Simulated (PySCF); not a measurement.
O, triplet. Base run: PySCF with HF/aug-cc-pVDZ.

The PySCF input:
```python
from pyscf import gto, scf

mol = gto.M(
    atom='''
O     0.00000000    0.00000000    0.00000000
''',
    basis='aug-cc-pvdz',
    spin=2,
    verbose=4,
)

mf = scf.UHF(mol)
mf.kernel()
mf.analyze()
```

Variants of this job, named by their change:

| change | ΔE vs base (µEh) | fitting functions |
|---|---|---|
| base | 0.0 | - |
| auxbasis = cc-pvtz-jkfit | 0.5 | 79 |
| auxbasis = def2-svp-ri | -2746 | 48 |
| auxbasis = def2-universal-jkfit | 12.9 | 77 |
| auxbasis = cc-pvqz-jkfit | 0.4 | 106 |
| auxbasis = even-tempered beta=3.0 | 22.4 | 110 |
| auxbasis = even-tempered beta=1.6 | 0.0 | 235 |
| auxbasis = def2-tzvp-ri | 28.6 | 76 |
| auxbasis = even-tempered beta=2.0 | 2.5 | 163 |
| auxbasis = def2-universal-jfit | 933 | 49 |

A fitting set is made for a task (jfit for Coulomb, jkfit for Coulomb and exchange, ri for correlation) and for a family of orbital bases.

Open shells are given as the SCF converged; they aren't shown to be the lowest states, and a large step between rows can be another state.
